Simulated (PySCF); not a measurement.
C6H5O, SMILES Oc1cc[c]cc1, multiplicity 2. Geometry: PBE-D3(BJ)/def2-SVP. The isomer is the one that the SMILES or the coordinates give; other isomers of the formula were not compared. Other conformers were not sampled.

Task: Give the equilibrium geometry at PBE-D3(BJ)/def2-SVP (PySCF confirms it by a frequency run) as bond lengths and angles, and its point group. (An estimate is asked for; the answer gives what the named calculation found.)

Result: Several could match; the one computed here: point group Cs.
Atoms: O1 C2 C3 C4 C5 C6 C7 H8 H9 H10 H11 H12. Bonds (Å): O1–C2 1.363, O1–H8 0.975, C2–C3 1.412, C2–C7 1.411, C3–C4 1.408, C3–H9 1.100, C4–C5 1.386, C4–H10 1.102, C5–C6 1.383, C6–C7 1.411, C6–H11 1.102, C7–H12 1.104. Angles (°): C2–O1–H8 108.4, O1–C2–C3 117.4, O1–C2–C7 122.4, C3–C2–C7 120.2, C2–C3–C4 120.0, C2–C3–H9 118.7, C4–C3–H9 121.3, C3–C4–C5 117.4, C3–C4–H10 120.1, C5–C4–H10 122.5, C4–C5–C6 125.1, C5–C6–C7 117.1, C5–C6–H11 122.7, C7–C6–H11 120.2, C2–C7–C6 120.2, C2–C7–H12 119.8, C6–C7–H12 120.0.
Charge 0, spin multiplicity 2.
